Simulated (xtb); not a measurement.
CH₃, doublet, at a GFN2-xTB geometry, atoms displaced at random by about 0.1 Å a coordinate; GFN2-xTB (xtb 6.7.1).

Here is a job for xtb.
```
$ xtb mol.xyz --gfn 2 --uhf 1 --opt tight --json

# file mol.xyz
4

C     -0.00325415    -0.06232390    -0.13498588
H     -0.06200346     1.06504231     0.05734683
H      1.03337171    -0.46731221     0.15300748
H     -0.83492470    -0.59942044     0.05442976
```

Output, abridged:

```
   ID    Z sym.   atoms
    1    6 C      1
    2    1 H      2-4

           -------------------------------------------------
          |                Calculation Setup                |
           -------------------------------------------------

           -------------------------------------------------
          |                 G F N 2 - x T B                 |
           -------------------------------------------------

          ...................................................
          :                      SETUP                      :
          :.................................................:
          :  # basis functions                   7          :
          :  # atomic orbitals                   7          :
          :  # shells                            5          :
          :  # electrons                         7          :
          :  max. iterations                   250          :
          :  Hamiltonian                  GFN2-xTB          :
          :  restarted?                      false          :
          :  GBSA solvation                  false          :
          :  PC potential                    false          :
          :  electronic temp.          300.0000000     K    :
          :  accuracy                    1.0000000          :
          :  -> integral cutoff          0.2500000E+02      :
          :  -> integral neglect         0.1000000E-07      :
          :  -> SCF convergence          0.1000000E-05 Eh   :
          :  -> wf. convergence          0.1000000E-03 e    :
          :  Broyden damping             0.4000000          :
          :  net charge                          0          :
          :  unpaired electrons                  1          :
          ...................................................

 iter      E             dE          RMSdq      gap      omega  full diag
   1     -3.5934898 -0.359349E+01  0.499E+00   11.10       0.0  T
   2     -3.6037095 -0.102196E-01  0.303E+00   11.44       1.0  T
   3     -3.6040532 -0.343768E-03  0.850E-01   11.45       1.0  T
   4     -3.6041671 -0.113842E-03  0.122E-01   11.33       1.0  T
   5     -3.6041651  0.201691E-05  0.392E-02   11.34       1.3  T
   6     -3.6041678 -0.271008E-05  0.481E-03   11.33      10.4  T
   7     -3.6041678 -0.186293E-07  0.154E-03   11.33      32.4  T
   8     -3.6041678 -0.385056E-08  0.150E-04   11.33     332.9  T
   9     -3.6041678 -0.152474E-10  0.284E-06   11.33   17604.0  T

   *** convergence criteria satisfied after 9 iterations ***

         :::::::::::::::::::::::::::::::::::::::::::::::::::::
         ::                     SUMMARY                     ::
         :::::::::::::::::::::::::::::::::::::::::::::::::::::
         :: total energy              -3.551238684357 Eh    ::
         :: gradient norm              0.121955183521 Eh/a0 ::
         :: HOMO-LUMO gap             11.330718411708 eV    ::
         ::.................................................::
         :: SCC energy                -3.604167797525 Eh    ::
         :: -> isotropic ES            0.001287727786 Eh    ::
         :: -> anisotropic ES          0.001813423843 Eh    ::
         :: -> anisotropic XC          0.006120396142 Eh    ::
         :: -> dispersion             -0.000470607900 Eh    ::
         :: repulsion energy           0.052929113169 Eh    ::
         :: add. restraining           0.000000000000 Eh    ::
         :: total charge              -0.000000000000 e     ::
         :::::::::::::::::::::::::::::::::::::::::::::::::::::

      -----------------------------------------------------------
     |                   =====================                   |
     |                        A N C O P T                        |
     |                   =====================                   |
     |               Approximate Normal Coordinate               |
     |                Rational Function Optimizer                |
      -----------------------------------------------------------
      -----------------------------------------------------------
     |                   =====================                   |
     |                        A N C O P T                        |
     |                   =====================                   |
     |               Approximate Normal Coordinate               |
     |                Rational Function Optimizer                |
      -----------------------------------------------------------

          ...................................................
          :                      SETUP                      :
          :.................................................:
          :   optimization level             tight          :
          :   max. optcycles                   200          :
          :   ANC micro-cycles                  20          :
          :   degrees of freedom                 6          :
          :.................................................:
          :   RF solver                   davidson          :
          :   write xtbopt.log                true          :
          :   linear?                        false          :
          :   energy convergence         0.1000000E-05 Eh   :
          :   grad. convergence          0.8000000E-03 Eh/α :
          :   maxmium RF displ.          1.0000000          :
          :   Hlow (freq-cutoff)         0.1000000E-01      :
          :   Hmax (freq-cutoff)         5.0000000          :
          :   S6 in model hess.         20.0000000          :
          ...................................................

generating ANC from exact Hessian ...
Using Lindh-Hessian (1995)
 Shifting diagonal of input Hessian by    0.0000000000000000
 Lowest  eigenvalues of input Hessian
    0.000000    0.000000    0.000000    0.000000    0.000000    0.000000
    0.041546    0.103613    0.146974    0.438553    0.946019    1.286341
 Highest eigenvalues
    0.041546    0.103613    0.146974    0.438553    0.946019    1.286341

[...]
 * total energy  :    -3.5512387 Eh     change       -0.1110223E-13 Eh
 * total energy  :    -3.5614871 Eh     change       -0.1024844E-01 Eh
 * total energy  :    -3.5619263 Eh     change       -0.4392222E-03 Eh
 * total energy  :    -3.5628252 Eh     change       -0.8988473E-03 Eh
 * total energy  :    -3.5628924 Eh     change       -0.6718606E-04 Eh
 * total energy  :    -3.5629684 Eh     change       -0.7597183E-04 Eh
 * total energy  :    -3.5629701 Eh     change       -0.1773803E-05 Eh
 * total energy  :    -3.5629704 Eh     change       -0.2310659E-06 Eh
   *** GEOMETRY OPTIMIZATION CONVERGED AFTER 8 ITERATIONS ***
[...]

 selected dihedral angles (degree)
 ---------------------------------

           -------------------------------------------------
          |                Final Singlepoint                |
           -------------------------------------------------

          ...................................................
          :                      SETUP                      :
          :.................................................:
          :  # basis functions                   7          :
          :  # atomic orbitals                   7          :
          :  # shells                            5          :
          :  # electrons                         7          :
          :  max. iterations                   250          :
          :  Hamiltonian                  GFN2-xTB          :
          :  restarted?                      false          :
          :  GBSA solvation                  false          :
          :  PC potential                    false          :
          :  electronic temp.          300.0000000     K    :
          :  accuracy                    1.0000000          :
          :  -> integral cutoff          0.2500000E+02      :
          :  -> integral neglect         0.1000000E-07      :
          :  -> SCF convergence          0.1000000E-05 Eh   :
          :  -> wf. convergence          0.1000000E-03 e    :
          :  Broyden damping             0.4000000          :
          :  net charge                          0          :
          :  unpaired electrons                  1          :
          ...................................................

 iter      E             dE          RMSdq      gap      omega  full diag
   1     -3.6229630 -0.362296E+01  0.315E-06   12.53       0.0  T
   2     -3.6229630  0.177636E-14  0.182E-06   12.53   27501.9  T
   3     -3.6229630 -0.133227E-14  0.200E-07   12.53  100000.0  T

   *** convergence criteria satisfied after 3 iterations ***

         :::::::::::::::::::::::::::::::::::::::::::::::::::::
         ::                     SUMMARY                     ::
         :::::::::::::::::::::::::::::::::::::::::::::::::::::
         :: total energy              -3.562970358700 Eh    ::
         :: gradient norm              0.000078978867 Eh/a0 ::
         :: HOMO-LUMO gap             12.531473236171 eV    ::
         ::.................................................::
         :: SCC energy                -3.622962985352 Eh    ::
         :: -> isotropic ES            0.001710148203 Eh    ::
         :: -> anisotropic ES          0.001319197694 Eh    ::
         :: -> anisotropic XC          0.005906142146 Eh    ::
         :: -> dispersion             -0.000465204301 Eh    ::
         :: repulsion energy           0.059992626651 Eh    ::
         :: add. restraining           0.000000000000 Eh    ::
         :: total charge              -0.000000000000 e     ::
         :::::::::::::::::::::::::::::::::::::::::::::::::::::

           -------------------------------------------------
          |                Property Printout                |
           -------------------------------------------------

    * Orbital Energies and Occupations

         #    Occupation            Energy/Eh            Energy/eV
      -------------------------------------------------------------
         1        2.0000           -0.5706860             -15.5292
         2        2.0000           -0.4733916             -12.8816
         3        2.0000           -0.4733884             -12.8816
         4        1.0000           -0.3316754              -9.0253 (HOMO)
         5                          0.1288478               3.5061 (LUMO)
         6                          0.2992229               8.1423
         7                          0.2992492               8.1430
      -------------------------------------------------------------
                  HL-Gap            0.4605232 Eh           12.5315 eV
             Fermi-level           -0.2519729 Eh           -6.8565 eV

     #   Z          covCN         q      C6AA      α(0)
     1   6 C        2.780    -0.151    31.877     9.248
     2   1 H        0.927     0.050     2.315     2.379
     3   1 H        0.927     0.050     2.315     2.379
     4   1 H        0.927     0.050     2.315     2.379

 Mol. C6AA /au·bohr⁶  :        104.180732
 Mol. C8AA /au·bohr⁸  :       2136.177140
 Mol. α(0) /au        :         16.384979

Wiberg/Mayer (AO) data.
largest (>0.10) Wiberg bond orders for each atom

 ---------------------------------------------------------------------------
     #   Z sym  total        # sym  WBO       # sym  WBO       # sym  WBO
 ---------------------------------------------------------------------------
     1   6 C    2.987 --     3 H    0.996     2 H    0.996     4 H    0.996
     2   1 H    0.997 --     1 C    0.996
     3   1 H    0.997 --     1 C    0.996
     4   1 H    0.997 --     1 C    0.996
 ---------------------------------------------------------------------------

Topologies differ in total number of bonds
Writing topology from bond orders to xtbtopo.mol

molecular dipole:
                 x           y           z       tot (Debye)
 q only:       -0.000      -0.000       0.000
   full:       -0.000       0.000       0.000       0.000
molecular quadrupole (traceless):
                xx          xy          yy          xz          yz          zz
 q only:        0.152       0.001       0.153       0.025      -0.011      -0.306
  q+dip:        0.620       0.002       0.624       0.102      -0.044      -1.244
   full:        0.329       0.001       0.332       0.054      -0.023      -0.661

optimized geometry written to: xtbopt.xyz

           -------------------------------------------------
          | TOTAL ENERGY               -3.562970358700 Eh   |
          | GRADIENT NORM               0.000078978867 Eh/α |
          | HOMO-LUMO GAP              12.531473236171 eV   |
           -------------------------------------------------
```
